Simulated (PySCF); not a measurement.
Isomers of C5H10NOP, mass 131.050 u with the commonest isotopes. The calculation used wB97X-D/def2-SVPD in PySCF (dipole) on a GFN2-xTB geometry, gas phase. One conformer each, none proved a minimum here; rigid rotors.

Problem. Order these by rotational constant B, largest first.
A. `[NH2:1][P:2]1[CH2:3][CH2:4][C:5](=[O:6])[CH2:7][CH2:8]1` with H–N1–P2–C3 -101° and 28°, N1–P2–C3–C4 -159°, P2–C3–C4–C5 65°, C3–C4–C5–O6 117°, C4–C5–C7–C8 62°
B. `[CH3:1][CH2:2][P@@H:3](=[O:4])[CH2:5][CH2:6][C:7]#[N:8]` with C1–C2–P3–O4 178°, C2–P3–C5–C6 -178°, P3–C5–C6–C7 -66°
C. `[CH2:1]=[CH:2][C@@H:3]1[CH2:4][P@@:5]1(=[NH:6])[CH2:7][OH:8]` with C1–C2–C3–C4 -149°, C4–P5–C7–O8 -110°, P5–C7–O8–H -43°

Solution. A (1221 MHz), B (1034 MHz), C (939.5 MHz).

Problem. Order these by rotational constant C, largest first.
A. `[CH3:1][CH2:2][P@@H:3](=[O:4])[CH2:5][CH2:6][C:7]#[N:8]` with C1–C2–P3–O4 178°, C2–P3–C5–C6 -178°, P3–C5–C6–C7 -66°
B. `[CH2:1]=[CH:2][C@@H:3]1[CH2:4][P@@:5]1(=[NH:6])[CH2:7][OH:8]` with C1–C2–C3–C4 -149°, C4–P5–C7–O8 -110°, P5–C7–O8–H -43°
C. `[NH2:1][P:2]1[CH2:3][CH2:4][C:5](=[O:6])[CH2:7][CH2:8]1` with H–N1–P2–C3 -101° and 28°, N1–P2–C3–C4 -159°, P2–C3–C4–C5 65°, C3–C4–C5–O6 117°, C4–C5–C7–C8 62°

Solution. C (1037 MHz), A (927.2 MHz), B (898.6 MHz).

Problem. Order these by rotational constant A, largest first.
A. `[CH3:1][CH2:2][P@@H:3](=[O:4])[CH2:5][CH2:6][C:7]#[N:8]` with C1–C2–P3–O4 178°, C2–P3–C5–C6 -178°, P3–C5–C6–C7 -66°
B. `[CH2:1]=[CH:2][C@@H:3]1[CH2:4][P@@:5]1(=[NH:6])[CH2:7][OH:8]` with C1–C2–C3–C4 -149°, C4–P5–C7–O8 -110°, P5–C7–O8–H -43°
C. `[NH2:1][P:2]1[CH2:3][CH2:4][C:5](=[O:6])[CH2:7][CH2:8]1` with H–N1–P2–C3 -101° and 28°, N1–P2–C3–C4 -159°, P2–C3–C4–C5 65°, C3–C4–C5–O6 117°, C4–C5–C7–C8 62°

Solution. B (3717 MHz), C (3424 MHz), A (2708 MHz).

```
                 SMILES  point group  Ia (u·Å²)  Ib (u·Å²)  Ic (u·Å²)      κ  μa (D)  μb (D)  μc (D)
      CC[P@@H](=O)CCC#N           C1     186.64     488.94     545.08  -0.88    3.02    2.75    3.71
          NP1CCC(=O)CC1            –     147.60     413.78     487.47  -0.85    2.63    0.97    0.16
C=C[C@@H]1C[P@@]1(=N)CO           C1     135.97     537.93     562.40  -0.97    2.57    1.69    0.37
```
